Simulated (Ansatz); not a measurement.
Molecule: CHCl, net charge 0, singlet state. 
Geometry from a B3LYP-D3(BJ)/def2-TZVP (Ansatz, an electronic-structure program) optimisation:
SMILES: [CH]Cl
```xyz
3

C     -1.0688     0.5284     0.0463
Cl     0.4789    -0.1654    -0.0143
H     -1.7291    -0.3590    -0.0347
```

CCSD(T) with Ansatz in growing basis sets, 12 correlated electrons. Valence correlation only, unless marked. UHF or UKS for open shells. Spin-orbit coupling is left out. Non-relativistic. Costs are ratios of core time to the smallest set, on shared machines of one kind, and rough; they hold the program's checks for lower states.

```csv
basis,functions,cost over smallest,E(corr) (Eh),electronic atomisation energy (kcal/mol)
aug-cc-pV(T+d)Z,124,1×,-0.3833,175.8
aug-cc-pV(Q+d)Z,215,6×,?,?
```

What does the step to aug-cc-pV(Q+d)Z buy, and how does its cost grow by formal scaling?

Formally CCSD grows as o²v⁴ and (T) as o³v⁴; with o = 6 and v going from 112 to 203 both grow 11-fold in the last step, while integrals and the mean field grow more slowly. That step adds 23.0 mEh of correlation energy and 3.2 kcal/mol to the atomisation energy. Row: E(corr) (Eh) -0.4063, electronic atomisation energy (kcal/mol) 179.0.
